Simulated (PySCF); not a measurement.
Spin-rotation constants: SMILES [H]/N=C1\C=C(SC)[C@H]1CF, C6H8FNS

Geometry (Å), atoms numbered from 1 in this order:
```xyz
17

C     2.473   -0.113   -1.030
S     1.989   -1.197    0.350
C     0.439   -0.580    0.757
C    -0.436   -0.874    1.751
C    -1.382    0.137    1.302
N    -2.509    0.616    1.578
C    -0.436    0.511    0.151
C    -1.045    0.284   -1.221
F    -0.232    0.765   -2.224
H     2.348    0.924   -0.738
H     3.519   -0.323   -1.225
H     1.877   -0.339   -1.907
H    -0.420   -1.574    2.563
H    -2.964    0.205    2.391
H    -0.031    1.524    0.211
H    -1.992    0.826   -1.293
H    -1.204   -0.780   -1.423
```

Computed, not measured: GIAO PBE0/pcSseg-1 magnetisability, rotational g tensor and spin-rotation constants, non-relativistic, gas phase in PySCF. Geometry: GFN2-xTB.

Give the nuclear spin-rotation constants along the inertial axes (H = +C I·J) beside the isotropic shieldings.

Rotational constants 1.8459, 1.1440, 0.7435 GHz. A star marks the isotopologue with that one atom substituted, in its own axes.
```
atom  isotope  Caa (kHz)  Cbb (kHz)  Ccc (kHz)  mean (kHz)  σ (ppm)
  N6      14N      0.447      0.198      0.035       0.227    -24.2
  F9      19F      1.082      0.262      0.116       0.487    415.5
 H10       1H     -0.140     -0.124     -0.001      -0.088     29.2
 H11       1H      0.049     -0.126     -0.085      -0.054     29.7
 H12       1H     -0.167     -0.035     -0.039      -0.080     28.6
 H13       1H     -0.191      0.090     -0.076      -0.059     25.9
 H14       1H      0.041      0.020     -0.085      -0.008     22.6
 H15       1H     -0.214     -0.107      0.039      -0.094     27.8
 H16       1H      0.034     -0.058     -0.070      -0.032     26.4
 H17       1H     -0.203     -0.104      0.044      -0.088     27.1
  C1     13C*      0.272      0.152      0.116       0.180    165.5
  S2     33S*      0.343      0.384      0.204       0.310    479.9
  C3     13C*      0.916      0.548      0.146       0.537      5.4
  C4     13C*      0.686      0.428      0.148       0.420     54.9
  C5     13C*      0.749      0.537      0.166       0.484     20.4
  C7     13C*      0.355      0.251      0.165       0.257    123.2
  C8     13C*      0.433      0.274      0.198       0.301     98.5
```
For the geometry as given, no vibrational averaging.
